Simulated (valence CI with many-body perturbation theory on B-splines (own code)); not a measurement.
Hyperfine factors and g values of Cs L

Computed by relativistic CI+MBPT: four valence electrons over a frozen Dirac-Fock core [He], radial functions for each j: 11 s, 11 p, 10 d, 8 f, 5 g, 2 h, with the one-electron correlation potential Σ1 (screened to all orders), the two-electron term Σ2, the three-electron term Σ3, Breit, model QED; selected single and double excitations, second order for the rest, scaled by the run's own slope (own B-spline code, finite nucleus).

No measured spectrum was set against this ion. As an estimate, large intervals hold to a few tenths of a per cent, small ones and those within an open d or f shell to about a per cent. Among the levels kept, up to 890 cm⁻¹ of a level comes from second order outside the variational space, and about a tenth of that is noise between levels of different J, which matters for small intervals.

A/g_I is the dipole constant over the nuclear g factor μ/I (μ in nuclear magnetons, uniformly magnetised nucleus), B/Q the quadrupole constant per barn. Both hold the static response of the core; the bare values leave it out. Large factors of s and p1/2 electrons are usually good to 5 to 10 %; those of open d and f shells near neutrality can be off by tens of per cent, and small factors of p3/2, d and f electrons come from cancelling terms and can be off by a factor of two or in sign, in half-filled shells by more. B is blank for J = 1/2, where it vanishes, and for nearly pure S terms. Energies count from the lowest level. Levels with J = 0 are left out.

Levels are named by their leading jj configuration (3d3/2^4 stands for four electrons in 3d with j = 3/2), which in mixed levels can hold well under half, so a name can repeat and another be missing. Letters in brackets count levels of one name in rising energy.

```tsv
Level	E (Ry)	g	A/g_I (MHz)	A/g_I bare	B/Q (MHz/b)	B/Q bare
(2s^2 2p1/2 2p3/2) J=1	26.59	1.483	-139000	-125000	309000	309000
(2s^2 2p1/2 2p3/2) J=2	27.75	1.164	778000	781000	539000	541000
(2s 2p1/2^2 2p3/2) J=2	40.62	1.565	1880000	1870000	545000	546000
(2s 2p1/2^2 2p3/2) J=1	45.18	1.085	-1240000	-1210000	397000	397000
(2s^2 2p3/2^2) J=2	55.29	1.296	330000	338000	75500	75600
(2s 2p1/2 2p3/2^2) J=2 [a]	65.97	1.544	1390000	1390000	214000	214000
(2s 2p1/2 2p3/2^2) J=3	68.58	1.313	1690000	1680000	-1260	-1290
(2s 2p1/2 2p3/2^2) J=1 [a]	72.52	1.295	-938000	-907000	-333000	-333000
(2s 2p1/2 2p3/2^2) J=2 [b]	73.27	1.071	-47500	-29400	-146000	-146000
(2s 2p1/2 2p3/2^2) J=1 [b]	73.52	1.348	3570000	3530000	161000	162000
(2p1/2^2 2p3/2^2) J=2	88.34	1.331	299000	315000	68600	68700
(2s 2p3/2^3) J=2	97.99	1.409	1930000	1920000	-620000	-621000
(2s 2p3/2^3) J=1	102.29	1.197	-1280000	-1240000	-222000	-223000
(2p1/2 2p3/2^3) J=1	115.64	1.483	-163000	-137000	-305000	-306000
(2p1/2 2p3/2^3) J=2	116.85	1.129	778000	784000	-682000	-683000
(2s^2 2p1/2 3s) J=1	386.30	1.321	2060000	2040000	-11900	-11900
(2s^2 2p1/2 3p1/2) J=1	390.35	0.652	1420000	1410000	-2840	-2850
(2s 2p1/2^2 3s) J=1	397.97	1.835	2510000	2480000	46800	46900
(2s^2 2p1/2 3p3/2) J=2	399.42	1.158	616000	615000	168000	168000
(2s^2 2p1/2 3p3/2) J=1	400.17	1.740	1310000	1300000	40800	40800
(2s^2 2p1/2 3d3/2) J=2	402.88	0.753	590000	587000	39800	40200
(2s 2p1/2^2 3p1/2) J=1	403.08	1.296	2840000	2810000	1690	1720
(2s^2 2p1/2 3d3/2) J=1	404.64	0.950	279000	274000	5020	5150
(2s^2 2p1/2 3d5/2) J=2	405.89	1.282	-317000	-315000	31300	31600
(2s^2 2p1/2 3d5/2) J=3	406.11	1.104	382000	379000	23800	24200
(2s 2p1/2^2 3p3/2) J=2	412.10	1.536	1690000	1670000	167000	167000
(2s 2p1/2^2 3p3/2) J=1	412.43	1.106	-1520000	-1490000	88200	88300
(2s^2 2p3/2 3s) J=2	414.56	1.483	735000	736000	622000	624000
(2s^2 2p3/2 3s) J=1	415.00	1.140	-72100	-56500	324000	324000
(2s 2p1/2^2 3d3/2) J=1	415.52	0.438	-1580000	-1560000	13100	13200
(2s 2p1/2^2 3d3/2) J=2	415.85	1.159	1560000	1540000	28900	29200
```

Take the isotope of mass number 133, with I = 7/2, μ = 2.5778 μN and Q = -0.0034 b. What is the hyperfine structure of (2s^2 2p1/2 2p3/2) J=2?

From the table A = 573000 MHz, B = -1830 MHz. Shifts from the centre of gravity in MHz: F = 3/2: -5160000, F = 5/2: -3720000, F = 7/2: -1720000, F = 9/2: 860000, F = 11/2: 4010000.
